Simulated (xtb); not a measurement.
Fe(CO)5 (C5FeO5), SMILES [O+]#[C-]->[Fe](<-[C-]#[O+])(<-[C-]#[O+])(<-[C-]#[O+])<-[C-]#[O+], multiplicity 1. All values are semi-empirical tight-binding results from xtb (GFN2-xTB unless named), good for trends rather than for accurate numbers. Geometry optimised at GFN2-xTB. The spin state was assumed, not searched. The isomer is the one that the SMILES or the coordinates give; other isomers of the formula were not compared.

For metal compounds this method's bond lengths and energies can be far off.

Computed properties:
The point group as xtb finds it is D3h and the orbital gap comes out as 3.19 eV. The zero-point energy comes out as 25.9 kcal/mol and the G − E(el) at 298.15 K (modified RRHO) is 2.0 kcal/mol.
